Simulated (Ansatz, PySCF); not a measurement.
Reaction (SMILES): COC(C)C -> C[CH]C + C[O] (the C-O bond at the site shown breaks; other sites are not compared here)
Each molecule is optimised on its own at B3LYP-D3(BJ)/def2-TZVP (Ansatz, an electronic-structure program), one conformer each, not searched for the lowest.
Geometry of the first species:
SMILES: COC(C)C
```xyz
15

C     -0.1469     1.5674     0.1858
C     -0.4585     0.0755     0.2483
C     -1.7711    -0.2620    -0.4354
O      0.5451    -0.7063    -0.3968
C      1.7693    -0.7879     0.2970
H      0.7860     1.8099     0.6955
H     -0.9432     2.1408     0.6641
H     -0.0656     1.8890    -0.8545
H     -0.5108    -0.2339     1.3034
H     -1.7280     0.0185    -1.4896
H     -1.9690    -1.3321    -0.3733
H     -2.5977     0.2754     0.0320
H      2.3021     0.1694     0.3228
H      2.3875    -1.5139    -0.2296
H      1.6207    -1.1310     1.3296
```
Charge 0, spin multiplicity 1.

Property: bond dissociation energy (0 K, with B3LYP-D3(BJ) harmonic zero-point energies from PySCF), in eV. Correlated levels leave the core frozen unless marked. UHF or UKS for open shells. No spin-orbit coupling. Non-relativistic. CBS marks a two-point X^-3 extrapolation of the correlation energy; Hartree-Fock from the larger set. [CCSD(T)-MP2]/basis is that difference in the basis named.

```csv
level,program,bond dissociation energy (eV),minus last row
HF/6-31G*,Ansatz,2.00,-1.72
BHLYP/def2-TZVPD,Ansatz,3.04,-0.68
r2SCAN0-D4/def2-TZVPD,Ansatz + dftd4,3.14,-0.58
B2PLYP/def2-TZVPD,Ansatz,3.40,-0.32
SCS-MP2/STO-3G,Ansatz,3.28,-0.44
CCSD(T)/6-31G*,Ansatz,3.50,-0.22
"RI-MP2/CBS(cc-pVTZ,cc-pVQZ)+[CCSD(T)-MP2]/cc-pVTZ",Ansatz,3.72,0.00
```
